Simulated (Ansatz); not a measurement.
`FC(Cl)(Cl)Br` + HCl → `FC(Cl)(Cl)Cl` + HBr at 400 K and 1 bar (substitution at a C–Br bond).

Computed with Ansatz on PBE0-D4/def2-TZVP structures; ΔE is electronic, products minus reactants. CCSD(T)/CBS is the MP2 limit (def2-TZVPP, def2-QZVPP) plus CCSD(T) − MP2 in def2-TZVPP, frozen cores. This one scheme is used for every species. For Br outer-core shells are correlated without core-valence functions, which leaves a few kJ/mol of doubt a bond. Scalar relativity is left out up to krypton.

| species | CCSD(T)/CBS energy (Eh) | H − E (kJ/mol) | S (J/(mol·K)) |
| --- | --- | --- | --- |
| `FC(Cl)(Cl)Br` | -3630.68833 | 53.5 | 355.2 |
| HCl | -460.38127 | 29.6 | 195.4 |
| `FC(Cl)(Cl)Cl` | -1517.14952 | 54.3 | 333.5 |
| HBr | -2573.91920 | 27.6 | 207.2 |

H − E and S are ideal-gas, rigid-rotor, harmonic terms from PBE0-D4/def2-TZVP. 1 Eh = 2625.50 kJ/mol, R = 8.31446 J/(mol·K).

By hand: ΔE, ΔH, ΔS and ΔG.

ΔE = (-1517.14952) + (-2573.91920) − (-3630.68833) − (-460.38127) = 0.00088 Eh = 2.3 kJ/mol. Δ(H − E) = 54.3 + 27.6 − 53.5 − 29.6 = -1.2, so ΔH = 1.1 kJ/mol. ΔS = 333.5 + 207.2 − 355.2 − 195.4 = -9.9 J/(mol·K). ΔG = 1.1 − 400 × (-9.9)/1000 = 5.1 kJ/mol.

By hand: the equilibrium constant, and the temperature at which ΔG would vanish if ΔH and ΔS stayed fixed.

log₁₀ K = −ΔG/(RT ln 10) = -0.7. ΔH and −TΔS have one sign here, so there is no such temperature.

TΔS isn't small against ΔH here. The sign of ΔG lies within the doubt. A doubt of 5 kJ/mol in ΔE shifts log₁₀ K by 0.7 here. These are equilibria of isolated gas molecules and say nothing of rates. Largest T1 diagnostic: 0.011 (customary marks: 0.02 for closed shells, 0.045 for open ones).
